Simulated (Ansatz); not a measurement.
H3GeO3 (SMILES [OH][Ge]([OH])[OH]), doublet, at a GFN2-xTB geometry. Base run: R2SCAN/def2-SVP (Ansatz, a first-principles code).

Geometry (Å):
```xyz
7

O     -0.8903    -1.0465    -0.9816
Ge    -0.1356    -0.0474     0.3104
O     -0.2614     1.6416    -0.2968
O      1.6190    -0.4319     0.2084
H     -1.6628    -0.6519    -1.3821
H      0.4535     2.2122    -0.0206
H      1.8097    -1.3506     0.0283
```
Charge 0, spin multiplicity 2.
Orbitals are unrestricted.
All else is at Ansatz's defaults.
Base energy -2303.95869 Eh.

The base run was repeated with changes; each row names its change, and settings that it needs were set with it.

```tsv
change	ΔE vs base (mEh)
base	0.000
final_grid = 6, 12, 29	-0.790
point_charge = charge:-1.0 position_ang:-3.5238, 3.2855, 1.4995	-0.189
forces = on	0.000
lower_state_search = full	0.000
point_charge = charge:0.5 position_ang:-2.2142, -2.486, -4.2031	-1.278
final_grid = 14, 28, 59	0.001
accuracy = high	0.002
lower_state_search = light	0.000
fitting.mean_field = def2-universal-JKFIT	-0.079
final_grid = 4, 8, 17	-5.716
```
